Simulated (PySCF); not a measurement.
**Correlation energy of O²⁺ (oxygen, charge +2)**

[He] 2s1 2p2 3s1, high-spin 5P determinant (an excited configuration). Calculation: PySCF 2.14, in aug-cc-pVDZ-DK (4s3p2d, 23 functions); the spin-free X2C one-electron Hamiltonian (Gaussian nucleus). Frozen: 1s2; 4 electrons correlated.

```json
{"level": "CCSD", "correlation energy (mhartree)": "-15.04"}
{"level": "(T)", "correlation energy (mhartree)": "-0.05"}
{"level": "CCSD(T)", "correlation energy (mhartree)": "-15.09"}
{"level": "CCSDT", "correlation energy (mhartree)": "-15.10"}
{"level": "FCI", "correlation energy (mhartree)": "-15.10"}
```

Diagnostics: T1 = 0.0028, D1 = 0.0070, largest double amplitude 0.040, weight of the Hartree-Fock determinant in FCI 0.9931 (7315 determinants).

The outer electron is Rydberg-like, and this basis confines it to a smaller radius and binds it less than a complete one would.

Cost of the coupled-cluster step: of the order of 0.15 core-seconds, for 4 correlated electrons.
